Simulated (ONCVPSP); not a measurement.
## Pseudopotential generation for nitrogen (N): ONCV, PBEsol, non-relativistic.

```json
{
 "Element": "nitrogen",
 "Generator": "ONCVPSP 4.0.1",
 "Type": "optimised norm-conserving Vanderbilt (ONCV)",
 "Functional": "PBEsol",
 "Relativity": "non-relativistic",
 "Frozen core": "[He]",
 "Valence charge": "5",
 "Reference configuration": "2s2 2p2.75 (charge +0.25)",
 "Partial waves": "2s: rc 0.80 bohr, ncon 5, nbas 9, qcut 7.5 1/bohr, 2 projectors, debl 2.8 Ha; 2p: rc 2.50 bohr, ncon 3, nbas 6, qcut 4.7 1/bohr, 3 projectors, debl 2.2 Ha; d scattering state at 0.11 Ha: rc 2.00 bohr, ncon 4, nbas 9, qcut 4.1 1/bohr, 2 projectors, debl 0.8 Ha",
 "Local potential": "polynomial inside 0.65 bohr (lpopt 5, dvloc0 6 Ha)",
 "Core correction": "Teter function fitted to the true core (icmod 2), fcfact 0.6"
}
```

Calculated quality:

| Quantity | Value |
| --- | --- |
| Cutoffs needed | 30 Ha and 199 Ha (the cutoffs (Ha) at which the residual kinetic energy of the hardest occupied pseudo-wave falls to 1 and 0.1 mHa per electron) |
| Ghost test | no bound ghost flagged; GHOST(+) flagged for p at 174.3 eV |
| Largest excitation error | +1382 meV (all-electron minus pseudo) for 2s2 2p1, out of 4 test configurations |
| rms error of d²Exc/dni dnj | 1.24 mHa without and 0.90 mHa with the model core |

Generation and tests took about 3.9 s on one core of a shared server CPU.
